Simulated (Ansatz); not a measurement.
ClCu, triplet, geometry from GFN2-xTB (such geometries of metal compounds can be far from the true shape) (the multiplicity is a formal guess); HF/STO-3G run with Ansatz (an electronic-structure program).

Input for Ansatz:
Ansatz 0.2 input:
```yaml
crystal:
  periodic: [false, false, false]
  atoms:
    - {symbol: Cu, position_ang: [-0.00000000, -0.00000000, -0.78379974]}
    - {symbol: Cl, position_ang: [0.00000000, 0.00000000, 1.33707015]}
basis:
  gaussian:
    orbitals: STO-3G
hamiltonian:
  xc: hf
magnetization: {spin_polarized: true, initial_magnetization: 2}
```

The log (banner, timings and long lists left out):

```
Functional definition: HF
245 factors; integrals over basis functions are off by at most 6.0e-4 eV
mean field evaluation 1: about -56241.0323 eV, gradient 1.1e2 eV
mean field evaluation 2: about -56243.6673 eV, gradient 1.0e2 eV
mean field evaluation 4: about -56444.4942 eV, gradient 2.5e1 eV
mean field evaluation 8: about -56466.1834 eV, gradient 2.4e0 eV
mean field evaluation 16: about -56467.7644 eV, gradient 1.9e-3 eV
mean field evaluation 32: about -56467.8319 eV, gradient 2.4e-5 eV
mean field evaluation 64: about -56463.6054 eV, gradient 1.2e0 eV
mean field evaluation 96: about -56464.1501 eV, gradient 3.9e-1 eV
mean field evaluation 128: about -56467.7574 eV, gradient 5.3e-1 eV
mean field evaluation 160: about -56467.7492 eV, gradient 3.5e-1 eV
mean field evaluation 192: about -56465.9344 eV, gradient 5.8e0 eV
mean field evaluation 224: about -56467.7169 eV, gradient 6.5e-1 eV
mean field evaluation 256: about -56467.7775 eV, gradient 9.6e-2 eV
mean field evaluation 288: about -56452.7447 eV, gradient 3.2e1 eV
mean field evaluation 320: about -56464.7388 eV, gradient 1.7e0 eV
mean field evaluation 352: about -56461.1763 eV, gradient 2.0e0 eV
mean field evaluation 384: about -56467.6641 eV, gradient 3.4e-1 eV
mean field evaluation 416: about -56463.0694 eV, gradient 1.2e1 eV
a density is far from that of the atoms, so the factors are made again for it
255 factors; integrals over basis functions are off by at most 2.3e-5 eV
mean field evaluation 448: about -56467.8324 eV, gradient 2.9e-5 eV
mean field -56467.83237161 eV, -2075.1545643853 hartree, gradient 5.7e-6 eV, S^2 2.002866; 0 other end points of the search recorded, 0 dependent functions left out
reference -56467.83237161 eV, -2075.1545643853 hartree; 24, 22 occupied and 3, 5 virtual orbitals, 255 factors
Total energy: -56467.83237161 eV, -2075.1545643853 hartree
```
